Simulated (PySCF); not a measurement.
Molecule: `CCOCC(C)(C)C`, C₇H₁₆O.

Structure with atom numbers: `[CH3:1][CH2:2][O:3][CH2:4][C:5]([CH3:6])([CH3:7])[CH3:8]`. Each H is labelled by its parent atom.

Geometry PBE0-D3(BJ)/def2-SVP throughout; GIAO in PySCF 2.14.0 with density-fitted response routines, gas phase, one conformer, non-relativistic; equivalent atoms averaged; basis pcSseg-1.

(1) How do the absolute shieldings σ depend on the functional? (a selection of nuclei; ppm; last column core-seconds on shared hosts with different chips, so compare them loosely; the GGAs took longer than the global hybrids here, which isn't the general rule, and the cause wasn't traced)

(2) Which nucleus among those listed moves most, in ppm?

Answers

(1) 
| functional | kind | C4 | C2 | C5 | C6/C7/C8 | C1 | O3 | H(C2) | H(C4) | H(C1) | core-s |
| --- | --- | --- | --- | --- | --- | --- | --- | --- | --- | --- | --- |
| LDA | LDA | 93.6 | 108.9 | 145.3 | 151.2 | 167.5 | 273.0 | 26.97 | 27.72 | 29.69 | 47 |
| PBE | GGA | 96.8 | 109.5 | 145.7 | 151.2 | 165.4 | 268.7 | 27.46 | 28.16 | 30.06 | 50 |
| OPBE | GGA | 107.6 | 118.1 | 153.8 | 158.2 | 170.6 | 276.5 | 27.59 | 28.27 | 30.13 | 51 |
| KT3 | GGA | 103.8 | 114.0 | 148.9 | 155.0 | 166.9 | 267.3 | 27.67 | 28.35 | 30.19 | 51 |
| B3LYP | global hybrid | 97.4 | 110.2 | 145.6 | 150.4 | 163.9 | 277.6 | 27.79 | 28.50 | 30.23 | 35 |
| PBE0 | global hybrid | 104.5 | 117.1 | 152.5 | 156.3 | 169.6 | 286.1 | 27.71 | 28.43 | 30.14 | 34 |
| BHandHLYP | global hybrid | 106.0 | 118.5 | 153.1 | 156.0 | 168.6 | 295.3 | 28.02 | 28.75 | 30.29 | 34 |
| CAM-B3LYP | range-separated hybrid | 101.4 | 114.7 | 150.2 | 154.0 | 167.4 | 289.5 | 27.77 | 28.50 | 30.17 | 52 |
| wB97X-D | range-separated hybrid | 104.8 | 117.8 | 152.7 | 156.2 | 169.3 | 291.9 | 27.87 | 28.56 | 30.24 | 38 |

(2) O3 (ether oxygen): from 267.3 ppm with KT3 to 295.3 ppm with BHandHLYP. The smallest spread is 0.60 ppm, at H(C1). Proton shifts span only some 12 ppm, so a few tenths of a ppm matter as much there as several ppm in carbon.
